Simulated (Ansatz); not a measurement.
A nudged elastic band was laid between two geometries of AlF$_{2}$H$_{3}$Si (7 atoms, charge 0, multiplicity 1).

These are results of RKS BLYP-D4/STO-3G (Ansatz), not measurements.

```yaml
movable_images: 8
climbing_image: no
spring: 5.0 eV/Å²
optimiser: quadratic models (default)
start_path: through a guess of the saddle point
force_threshold: 0.05 eV/Å
iteration_limit: 60
end_points: relaxed
```

First end point:

```xyz
7
Properties=species:S:1:pos:R:3
F -0.238 -1.495 1.617
Si 0.552 -0.660 0.399
F 1.031 -1.869 -0.652
Al -0.761 1.016 -0.580
H 1.803 -0.141 1.010
H -1.205 2.213 0.239
H -1.184 0.937 -2.034
```

Last end point:

```xyz
7
Properties=species:S:1:pos:R:3
F -0.847 -1.992 1.430
Si 0.085 -1.101 0.402
F 1.064 -2.330 -0.095
Al -0.064 1.218 -0.373
H 1.414 1.559 -0.356
H -0.964 1.783 0.706
H -0.688 0.862 -1.713
```

**Question.** What changes between the two ends?

**Answer.** Bonds broken: Si2–H5. Bonds formed: Al4–H5.

**Question.** What energy profile does the band end with?

**Answer.** The run converged. The highest image is number 3 of 0 to 9, 55.8 kJ/mol above the first end and 65.8 kJ/mol above the last; the last end lies 10.0 kJ/mol below the first. No image climbed, so the highest image needn't sit at the top of the path. The orbitals stay closed-shell, which can raise the energy where a bond breaks towards radicals; this wasn't checked here. Limits of this set-up: minimal basis.

```csv
image,path coordinate (Å),energy (kJ/mol),Si2–H5 (Å),Al4–H5 (Å)
0,0.00,0.0,1.49,3.23
1,0.59,-0.1,1.49,3.22
2,1.19,13.4,1.48,2.89
3,1.78,55.8,1.53,2.40
4,2.37,53.0,1.86,1.79
5,2.96,-2.2,2.45,1.55
6,3.56,-9.4,2.82,1.53
7,4.15,-9.5,3.09,1.52
8,4.74,-9.9,3.01,1.52
9,5.33,-10.0,3.07,1.52
```

**Question.** What is the geometry of the highest image?

**Answer.** 
```xyz
7
Properties=species:S:1:pos:R:3
F 0.110 -1.450 1.879
Si 0.226 -0.860 0.321
F 0.914 -2.132 -0.513
Al -0.801 0.951 -0.540
H 1.299 0.230 0.370
H -1.283 1.978 0.459
H -0.466 1.283 -1.977
```

The run took 2.8 min on 1 thread of Arm Neoverse V2, with other jobs on the host, peak memory 0.08 GiB.
